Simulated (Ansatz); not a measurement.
`N#CCCl` and `C[Se]CC#N` differ in one atom or group.

Ansatz, PBE0-D4/def2-TZVP geometries, multiplicity 1. Each molecule was computed in one conformer, which needn't be the lowest.

Scalar relativity is left out up to krypton.

| property | `N#CCCl` |
| --- | --- |
| LUMO energy (B3LYP/def2-TZVPP) / eV | -1.16 |
| HOMO–LUMO gap (ωB97M-V/def2-TZVPP) / eV | 12.89 |
| HOMO energy (B3LYP/def2-TZVPP) / eV | -9.01 |
| HOMO energy (PBE/def2-TZVPP) / eV | -7.82 |
| LUMO energy (ωB97M-V/def2-TZVPP) / eV | 1.32 |
| HOMO energy (ωB97M-V/def2-TZVPP) / eV | -11.57 |

Q: What does the change do to each property? (Estimate.)

A: The calculation gave: 
| property | `C[Se]CC#N` | shift |
| --- | --- | --- |
| LUMO energy (B3LYP/def2-TZVPP) / eV | -0.87 | 0.29 |
| HOMO–LUMO gap (ωB97M-V/def2-TZVPP) / eV | 10.33 | -2.56 |
| HOMO energy (B3LYP/def2-TZVPP) / eV | -6.54 | 2.47 |
| HOMO energy (PBE/def2-TZVPP) / eV | -5.59 | 2.23 |
| LUMO energy (ωB97M-V/def2-TZVPP) / eV | 1.35 | 0.03 |
| HOMO energy (ωB97M-V/def2-TZVPP) / eV | -8.98 | 2.59 |

With PBE0 the HOMO rises by 2.50 eV and the LUMO rises by 0.27 eV, so the gap narrows by about 2.23 eV. PBE moves the HOMO by 2.23 eV and ωB97M-V by 2.59 eV.

B3LYP here is the variant with VWN-RPA as its local correlation; programs differ in this.

Spin–orbit coupling is left out; it splits and shifts lone-pair levels of the heavy atoms by tenths of an eV.
